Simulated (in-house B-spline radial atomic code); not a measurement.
Inner levels of chlorine as electrons are removed. A shift is the extra binding of the orbital against the neutral atom ([Ne] 3s2 3p1/2(2) 3p3/2(3)). The density at the nucleus is averaged over the nuclear charge. Computed with an all-electron radial atomic-structure program (B-spline basis): Dirac-Hartree-Fock, jj configuration that fills j = l - 1/2 first, finite nuclei.

A number in brackets counts the electrons of a j subshell.

```tsv
ion	configuration	shift of 1s1/2 (eV)	radius of 1s1/2 (bohr)	Σ<r²> (bohr²)	change of density at nucleus (bohr⁻³)
Cl11+	[He] 2s2 2p1/2(2)	446.01	0.090281	0.6992	52.191
Cl12+	[He] 2s2 2p1/2(1)	534.26	0.090102	0.52488	73.05
Cl13+	[He] 2s2	627.05	0.089904	0.37028	95.294
Cl14+	[He] 2s1	710.19	0.089882	0.18951	-64.792
Cl15+	1s2	796	0.089778	0.021583	-238.94
Cl16+	1s1	1082.19	0.087781	0.010287	-1834.82
```
